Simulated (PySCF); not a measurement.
Geometry (Å), atoms numbered from 1 in this order:
```xyz
18

Cl    3.742   -0.208   -1.067
C     2.764    0.014    0.420
Cl    2.905   -1.441    1.451
C     1.341    0.292    0.082
C     0.784    1.479    0.424
C    -0.611    1.813    0.282
C    -1.653    0.937    0.379
C    -1.541   -0.479    0.641
C    -0.509   -1.256    0.252
C     0.556   -0.744   -0.669
H     3.224    0.838    0.975
H     1.428    2.249    0.865
H    -0.854    2.879    0.231
H    -2.661    1.364    0.396
H    -2.351   -0.934    1.221
H    -0.444   -2.289    0.607
H     0.094   -0.270   -1.553
H     1.216   -1.549   -1.018
```

Geometry: PBE0-D3(BJ)/def2-SVP; GIAO absolute shieldings from PySCF 2.14.0 with density-fitted response routines, gas phase, non-relativistic, averaged over equivalent atoms.

At KT3/pcSseg-1 (224 basis functions, 110 s wall time on 1 thread of an Arm Neoverse N1, shared host):
```json
{"atoms": "Cl1/Cl3", "σ (ppm)": "608.1"}
{"atoms": "C7", "σ (ppm)": "53.1"}
{"atoms": "C4", "σ (ppm)": "54.8"}
{"atoms": "C8", "σ (ppm)": "59.4"}
{"atoms": "C6", "σ (ppm)": "59.7"}
{"atoms": "C9", "σ (ppm)": "61.4"}
{"atoms": "C5", "σ (ppm)": "65.3"}
{"atoms": "C2", "σ (ppm)": "95.3"}
{"atoms": "C10", "σ (ppm)": "151.7"}
{"atoms": "H14", "σ (ppm)": "24.73"}
{"atoms": "H13", "σ (ppm)": "24.96"}
{"atoms": "H15", "σ (ppm)": "25.06"}
{"atoms": "H11", "σ (ppm)": "25.20"}
{"atoms": "H12", "σ (ppm)": "25.22"}
{"atoms": "H16", "σ (ppm)": "26.08"}
{"atoms": "H17/H18", "σ (ppm)": "28.60"}
```

**Question.** What do these become at PBE0/pcSseg-1?

**Answer.** 
```csv
atoms,σ at PBE0/pcSseg-1,change
Cl1/Cl3,626.0,+17.9
C7,42.8,-10.3
C4,46.1,-8.7
C8,50.8,-8.6
C6,50.3,-9.4
C9,51.4,-10.0
C5,55.6,-9.7
C2,98.0,+2.7
C10,154.6,+2.9
H14,24.40,-0.33
H13,24.65,-0.31
H15,24.82,-0.24
H11,25.31,+0.11
H12,24.97,-0.25
H16,25.80,-0.28
H17/H18,28.60,+0.00
```

The largest change is at Cl1/Cl3 (chlorine bonded to C). Cost: 224 basis functions, 86 s wall time on 1 thread of an Arm Neoverse N1, shared host. The order of the carbon signals changes between the two levels.

Carbons that carry Cl, above all several Cl atoms, come out too deshielded, partly because spin–orbit coupling is missing.
